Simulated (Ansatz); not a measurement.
Reaction: CH5B (methylborane, SMILES BC) → CH4B (SMILES [BH]C, doublet) + H (doublet) (the B-H bond breaks)
Each species at its own B3LYP-D3(BJ)/def2-TZVP minimum (Ansatz, a first-principles code).

Total energies in hartree (Ansatz). Open shells are spin-unrestricted; no spin-orbit coupling. Cores are frozen in correlated methods. No relativity. Where a partner has so few electrons that a lower coupled-cluster level is exact, that level stands in.

```tsv
species	HF/cc-pVTZ	CCSD(T)/cc-pVTZ	HF/cc-pVQZ	CCSD(T)/cc-pVQZ	CCSDT(Q)/cc-pVTZ
1: CH5B (SMILES BC)	-65.46636	-65.79654	-65.47069	-65.81578	-65.79754
2: CH4B (SMILES [BH]C, doublet)	-64.82765	-65.12337	-64.83179	-65.14141	-65.12443
3: H (doublet)	-0.49981	-0.49981	-0.49995	-0.49995	-0.49981
```

Problem. Work out the bond dissociation energy (electronic) in kJ/mol: take Hartree-Fock from cc-pVQZ, extrapolate the CCSD(T) correlation energy as X^-3 (X = 3, 4), and add CCSDT(Q) - CCSD(T) in cc-pVTZ. 1 hartree = 2625.5 kJ/mol.

Solution. 
Species 1: correlation (64·(-0.34509) - 27·(-0.33018))/37 = -0.35597; step -0.00100; E1 = -65.47069 + (-0.35597) + (-0.00100) = -65.82766
Species 2: correlation (64·(-0.30962) - 27·(-0.29572))/37 = -0.31976; step -0.00106; E2 = -64.83179 + (-0.31976) + (-0.00106) = -65.15261
Species 3: correlation (64·(0.00000) - 27·(0.00000))/37 = 0.00000; step +0.00000; E3 = -0.49995 + (0.00000) + (+0.00000) = -0.49995
-1·E1 +1·E2 +1·E3 = 0.17510 hartree = 459.7 kJ/mol.
